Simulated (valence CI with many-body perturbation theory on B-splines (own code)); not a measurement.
## Sm57+: electric-dipole lines

Level of theory: relativistic CI+MBPT: three valence electrons over a frozen Dirac-Fock core [He], a basis of 11 s, 11 p, 10 d, 8 f, 5 g, 2 h functions for each j, with the one-electron correlation potential Σ1 (screened to all orders), the two-electron term Σ2, the three-electron term Σ3, Breit, model QED; selected single and double excitations, second order for the rest, scaled by the run's own slope (own B-spline code, finite nucleus).

The last digits are not significant, and no measured levels were compared; by estimate large intervals hold to a few tenths of a per cent, small ones and those within an open d or f shell to about a per cent.

Lines 51 to 100 of 575 in falling wavelength, among levels below 10244 eV, chosen from the strongest by gf and those to the six lowest levels. Wavelengths and rates use the calculated energies. Electric multipoles are in the length gauge with retardation, E1 and E2 with the static RPA response of the core. Weak lines are less certain than strong ones. Lines between different terms over intervals too small for the method are left out, as are lines whose strength nearly cancels. The highest levels of a list are the least certain.

Levels are named by their leading jj configuration (3d3/2^4 stands for four electrons in 3d with j = 3/2), which in mixed levels can hold well under half, so a name can repeat and another be missing. Letters in brackets count levels of one name in rising energy.

```
λ vac (Å)                          Upper                          Lower   A (s⁻¹)  S (a.u.) with core polarisation  S without
    115.0             (2s^2 4p3/2) J=3/2                (2s^2 4s) J=1/2  6.26e+10                         1.88e-01   1.88e-01
    114.6     (2s 2p1/2 4p3/2) J=3/2 [a]        (2s 2p1/2 4s) J=1/2 [a]  6.56e+10                         1.95e-01   1.95e-01
    114.0         (2s 2p1/2 4p3/2) J=5/2            (2s 2p1/2 4s) J=3/2  6.88e+10                         3.02e-01   3.02e-01
    113.0     (2s 2p1/2 4p3/2) J=3/2 [b]            (2s 2p1/2 4s) J=3/2  2.82e+10                         8.03e-02   8.03e-02
    111.4  (2p1/2 2p3/2 3d5/2) J=3/2 [a]  (2p1/2 2p3/2 3p3/2) J=1/2 [a]  1.01e+10                         2.76e-02   2.76e-02
    91.60      (2p3/2^2 3d5/2) J=5/2 [a]          (2p3/2^2 3p3/2) J=5/2  1.12e+10                         2.55e-02   2.55e-02
    87.77     (2s 2p1/2 2p3/2) J=3/2 [a]             (2s^2 2p3/2) J=3/2  6.17e+08                         8.23e-04   8.25e-04
    81.46      (2p1/2 2p3/2 3p3/2) J=7/2     (2s 2p3/2 3p3/2) J=5/2 [b]  1.63e+10                         3.48e-02   3.49e-02
    77.36         (2s 2p1/2 3p3/2) J=5/2             (2s^2 3p3/2) J=3/2  1.40e+10                         1.93e-02   1.93e-02
    69.95         (2s 2p1/2 2p3/2) J=5/2             (2s^2 2p3/2) J=3/2  5.73e+09                         5.81e-03   5.82e-03
    61.26             (2s 2p1/2^2) J=1/2             (2s^2 2p1/2) J=1/2  1.47e+10                         3.35e-03   3.35e-03
    60.35      (2p1/2 2p3/2 3p3/2) J=7/2     (2s 2p3/2 3p3/2) J=5/2 [a]  2.66e+10                         2.31e-02   2.31e-02
    59.80          (2p1/2^2 3p3/2) J=3/2         (2s 2p1/2 3p3/2) J=1/2  7.38e+10                         3.12e-02   3.12e-02
    58.38  (2p1/2 2p3/2 3p3/2) J=3/2 [a]     (2s 2p3/2 3p3/2) J=3/2 [a]  5.43e+10                         2.13e-02   2.13e-02
    58.26          (2p1/2^2 4f7/2) J=7/2         (2s 2p1/2 4f7/2) J=9/2  2.27e+10                         1.77e-02   1.78e-02
    57.80          (2p1/2^2 2p3/2) J=3/2         (2s 2p1/2 2p3/2) J=1/2  1.04e+10                         3.97e-03   3.98e-03
    57.41          (2p1/2^2 4d5/2) J=5/2         (2s 2p1/2 4d5/2) J=7/2  2.82e+10                         1.58e-02   1.58e-02
    56.91  (2p1/2 2p3/2 3d5/2) J=7/2 [a]         (2s 2p3/2 3d5/2) J=9/2  1.99e+10                         1.45e-02   1.45e-02
    55.95  (2p1/2 2p3/2 3d3/2) J=5/2 [b]  (2p1/2 2p3/2 3p1/2) J=3/2 [b]  5.95e+10                         3.08e-02   3.08e-02
    55.55          (2p1/2^2 3d5/2) J=5/2         (2s 2p1/2 3d5/2) J=7/2  3.12e+10                         1.58e-02   1.59e-02
    54.74     (2s 2p1/2 3d3/2) J=3/2 [b]     (2s 2p1/2 3p1/2) J=1/2 [b]  6.46e+10                         2.09e-02   2.09e-02
    54.64  (2p1/2 2p3/2 3d3/2) J=3/2 [b]  (2p1/2 2p3/2 3p1/2) J=3/2 [b]  8.49e+10                         2.73e-02   2.73e-02
    54.41  (2p1/2 2p3/2 3p3/2) J=5/2 [b]     (2s 2p3/2 3p3/2) J=5/2 [a]  3.95e+10                         1.88e-02   1.89e-02
    52.99         (2s 2p1/2 3d3/2) J=1/2     (2s 2p1/2 3p1/2) J=1/2 [b]  1.25e+11                         1.84e-02   1.84e-02
    52.76         (2s 2p1/2 2p3/2) J=1/2             (2s^2 2p3/2) J=3/2  1.21e+10                         1.75e-03   1.75e-03
    52.72  (2p1/2 2p3/2 3d3/2) J=1/2 [b]  (2p1/2 2p3/2 3p1/2) J=3/2 [b]  8.92e+10                         1.29e-02   1.29e-02
    52.68          (2p3/2^2 3p3/2) J=5/2             (2p3/2^2 3s) J=3/2  9.61e+10                         4.16e-02   4.16e-02
    52.45     (2s 2p1/2 2p3/2) J=3/2 [b]             (2s^2 2p3/2) J=3/2  8.53e+09                         2.43e-03   2.43e-03
    52.35          (2p3/2^2 3p3/2) J=1/2             (2p3/2^2 3s) J=3/2  1.98e+11                         2.80e-02   2.80e-02
    52.28      (2p3/2^2 3d3/2) J=3/2 [b]          (2p3/2^2 3p1/2) J=1/2  1.09e+11                         3.08e-02   3.08e-02
    52.23     (2s 2p3/2 3d3/2) J=5/2 [a]         (2s 2p3/2 3p1/2) J=5/2  8.60e+10                         3.63e-02   3.63e-02
    52.10          (2p3/2^2 3d3/2) J=5/2          (2p3/2^2 3p1/2) J=5/2  7.25e+10                         3.03e-02   3.03e-02
    51.92      (2p3/2^2 3d3/2) J=3/2 [a]          (2p3/2^2 3p1/2) J=3/2  1.11e+11                         3.06e-02   3.06e-02
    51.76          (2p3/2^2 3d3/2) J=7/2          (2p3/2^2 3p1/2) J=5/2  1.44e+11                         7.86e-02   7.86e-02
    51.71     (2s 2p3/2 3d3/2) J=5/2 [a]     (2s 2p3/2 3p1/2) J=3/2 [a]  6.13e+10                         2.51e-02   2.51e-02
    51.57          (2p3/2^2 3d3/2) J=5/2          (2p3/2^2 3p1/2) J=3/2  6.59e+10                         2.68e-02   2.68e-02
    51.37         (2s 2p3/2 3d3/2) J=7/2         (2s 2p3/2 3p1/2) J=5/2  1.29e+11                         6.89e-02   6.89e-02
    51.36     (2s 2p3/2 3d3/2) J=3/2 [a]         (2s 2p3/2 3p1/2) J=5/2  5.08e+10                         1.36e-02   1.36e-02
    51.27  (2p1/2 2p3/2 3p3/2) J=5/2 [b]     (2s 2p3/2 3p3/2) J=3/2 [a]  3.57e+10                         1.43e-02   1.43e-02
    51.18     (2s 2p3/2 3d3/2) J=5/2 [b]     (2s 2p3/2 3p1/2) J=3/2 [b]  1.47e+11                         5.85e-02   5.85e-02
    51.07     (2s 2p1/2 3d3/2) J=3/2 [a]     (2s 2p1/2 3p1/2) J=1/2 [a]  1.35e+11                         3.54e-02   3.54e-02
    50.96  (2p1/2 2p3/2 3d3/2) J=5/2 [a]  (2p1/2 2p3/2 3p1/2) J=3/2 [a]  1.01e+11                         3.96e-02   3.96e-02
    50.85     (2s 2p3/2 3d3/2) J=3/2 [a]     (2s 2p3/2 3p1/2) J=3/2 [a]  9.80e+10                         2.55e-02   2.55e-02
    50.85          (2p3/2^2 3d3/2) J=1/2          (2p3/2^2 3p1/2) J=3/2  1.46e+11                         1.89e-02   1.89e-02
    50.68         (2s 2p1/2 3d3/2) J=5/2         (2s 2p1/2 3p1/2) J=3/2  1.31e+11                         5.05e-02   5.05e-02
    50.64             (2s^2 3d3/2) J=3/2             (2s^2 3p1/2) J=1/2  1.43e+11                         3.67e-02   3.67e-02
    50.63          (2p3/2^2 3p3/2) J=7/2             (2p3/2^2 3s) J=5/2  2.31e+11                         1.18e-01   1.19e-01
    50.62          (2p3/2^2 3p3/2) J=5/2             (2p3/2^2 3s) J=5/2  1.16e+11                         4.47e-02   4.47e-02
    50.50     (2s 2p1/2 3p3/2) J=3/2 [b]        (2s 2p1/2 3s) J=1/2 [b]  1.21e+11                         3.07e-02   3.07e-02
    50.43      (2p1/2 2p3/2 3d3/2) J=7/2      (2p1/2 2p3/2 3p1/2) J=5/2  1.16e+11                         5.87e-02   5.87e-02
```
